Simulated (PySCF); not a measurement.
A calculated (wB97X, PySCF 2.14, x2c-TZVPPall with one added diffuse shell each of s, p, d type, the spin-free X2C one-electron Hamiltonian (Gaussian nucleus)) atom or ion has these occupied shells.

```json
{"shell": "1s α", "electrons": "1", "orbital energy (eV)": "-219.78", "rms radius, mean of both spins (bohr)": "0.378"}
{"shell": "1s β", "electrons": "1", "orbital energy (eV)": "-219.38", "rms radius, mean of both spins (bohr)": "0.378"}
{"shell": "2s α", "electrons": "1", "orbital energy (eV)": "-36.443", "rms radius, mean of both spins (bohr)": "1.76"}
```

Task: Name the element and its charge.

Result: B²⁺ (boron, charge +2), in [He] 2s1, 2S determinant.
